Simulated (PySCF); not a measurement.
Al(Br)(Me)(OH) (CH4AlBrO), SMILES [CH3][Al]([OH])[Br]. Heavy atoms are numbered as in [Al:1]([Br:2])([CH3:3])[OH:7]. Hydrogens are named by the atom that carries them.

Geometry: TPSSh-D3(BJ)/def2-SVP. The structure was generated by enumeration; whether it is a known compound was not checked. The values are those of a single conformer.

Computed with B3LYP/pcSseg-1 (PySCF).

GIAO shieldings, no solvent; atoms alike by connectivity are averaged. δ = σ(ref) − σ: ¹³C against TMS (σ = 181.3 ppm); ¹H against TMS (σ = 31.68 ppm); ¹⁷O against H2O (σ = 333.8 ppm), references at their B3LYP-D3(BJ)/def2-TZVP geometries, non-relativistic (without spin–orbit terms, shifts of atoms bonded to Cl or Br come out too high).

Q: Estimate the chemical shifts. (Estimate from the structure and the level; the computed values follow.)

A: 
```tsv
nucleus	atoms	count	δ (ppm)
¹³C	C3 (CH3)	1	-10.5
¹H	H on O7	1	3.07
¹H	H on C3	3	0.18
¹⁷O	O7 (OH)	1	76.9
```
